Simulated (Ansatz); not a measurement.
Coupled-cluster diagnostics for the cluster Be₂S₂, Ansatz.

Geometry of the singlet (PBE-D4/def2-TZVP):

```xyz
4

Be    0.250    0.254   -1.343
Be   -0.058   -1.370   -0.229
S    -0.008    1.445    0.167
S    -0.184   -0.330    1.404
```

Correlated methods freeze 10 core orbitals. Another isomer (singlet) lies 3.56 eV lower at PBE0-D4/def2-TZVP; other spin states weren't run for this one.

Estimate the CCSD(T) correlation energy, the shares of MP2 and (T), T1 and the reference's ⟨S²⟩ for: charge 0, singlet, own geometry in def2-TZVPP; and the rough time on 2 threads of Arm Neoverse V2 on a shared host.


```json
{"state": "charge 0, singlet, own geometry", "basis": "def2-TZVPP", "correlation (eV)": "-14.503", "MP2 share (%)": "87.2", "(T) share (%)": "4.9", "T1": "0.018", "⟨S²⟩ (pure)": "0.00 (0.00)", "wall time": "6 s"}
```
Customary marks for T1 are 0.02 (closed shells), 0.045 (open shells) and about 0.05 (3d metals). T1 stays under 0.02 throughout.
